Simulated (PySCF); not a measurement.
A PySCF script (with the pyscf-properties extension) for the NMR shieldings of `[H]/N=C\CNC(=O)C#C`, C5H6N2O, on a GFN2-xTB geometry:

```python
import basis_set_exchange as bse
import numpy as np
from pyscf import gto, dft
from pyscf.prop import nmr

atoms = """
C     3.299139    0.916332    0.604011
C     2.297695    0.485919    0.103577
C     1.112955   -0.001159   -0.570921
O     0.977664   -0.001787   -1.774217
N     0.173805   -0.458384    0.298952
C    -1.108902   -0.941743   -0.144644
C    -2.248168   -0.044578    0.276732
N    -2.187463    1.102285    0.770260
H     4.173170    1.288250    1.053043
H     0.353758   -0.422652    1.290452
H    -1.075491   -0.975212   -1.240250
H    -1.287696   -1.957147    0.227539
H    -3.237378   -0.465762    0.124085
H    -1.243768    1.475166    0.884545
"""
names = dict.fromkeys(["C", "O", "N", "H"], "pcSseg-1")
basis = {el: gto.basis.parse(bse.get_basis(n, elements=[el], fmt="nwchem")) for el, n in names.items()}
mol = gto.M(atom=atoms, basis=basis, charge=0, verbose=0)
mf = dft.RKS(mol, xc="PBE0")
mf.grids.level = 2
mf.grids.alignment = dft.numint.BLKSIZE   # the property module wants whole blocks of grid points
mf.conv_tol = 1e-9
mf.kernel()

calc = nmr.RKS(mf)   # GIAO
C = mf.mo_coeff
Co = C[:, mf.mo_occ > 0]
resp = mf.gen_response(singlet=True, hermi=2)
def vind(x):   # induced exchange potential for any number of trial vectors
    d = np.einsum("pi,xij,qj->xpq", C, 2 * x.reshape(-1, C.shape[1], Co.shape[1]), Co, optimize=True)
    return np.einsum("xpq,pi,qj->xij", resp(d - d.transpose(0, 2, 1)), C, Co, optimize=True).ravel()
mo1, _ = nmr.rhf.solve_mo1(calc, with_cphf=vind)
sigma = calc.kernel(mo1)
for i, s in enumerate(sigma):   # ppm
    print("%2d %-2s %9.2f" % (i, mol.atom_pure_symbol(i), np.trace(s) / 3))
```

Problem. Give the expected output.

Solution. 
```
 0 C     105.60
 1 C     105.56
 2 C      32.72
 3 O     -86.52
 4 N     135.31
 5 C     140.00
 6 C      15.25
 7 N     -82.77
 8 H      29.46
 9 H      26.80
10 H      26.57
11 H      28.43
12 H      23.88
13 H      20.15
```

These numbers come from an equivalent density-fitted implementation of the same equations, which agrees with the script to about 0.01 ppm for H and up to a few tenths of a ppm for heavy atoms, so last digits may differ.

Problem. Turn these shieldings into chemical shifts. References, each an isolated molecule treated in the same way: 13C (σ = 186.93 ppm) and 1H (σ = 31.72 ppm) against TMS; 17O (σ = 336.08 ppm) against H2O; NH3 for 15N (σ = 267.73 ppm).

Solution. Averaging equivalent atoms: C 6: 171.7; C 2: 154.2; C 1: 81.4; C 0: 81.3; C 5: 46.9; O 3: 422.6; N 7: 350.5; N 4: 132.4; H 13: 11.57; H 12: 7.84; H 9: 4.92; H 10/11: 4.22; H 8: 2.26 ppm. Unscaled 17O shifts of doubly bonded oxygen tend to come out too high, by tens of ppm or more. Experimental scales use liquid or dissolved standards, which lie at an offset from isolated NH3 (liquid NH3: subtract about 20 ppm) and H2O (liquid H2O: subtract about 36 ppm). Unscaled 15N shifts of sp2 nitrogen come out 20 to 40 ppm too high even then.

Size and cost of the density-fitted run: 166 basis functions, 28 s wall time on 1 thread of an Intel Xeon, shared host; peak memory 0.73 GiB.
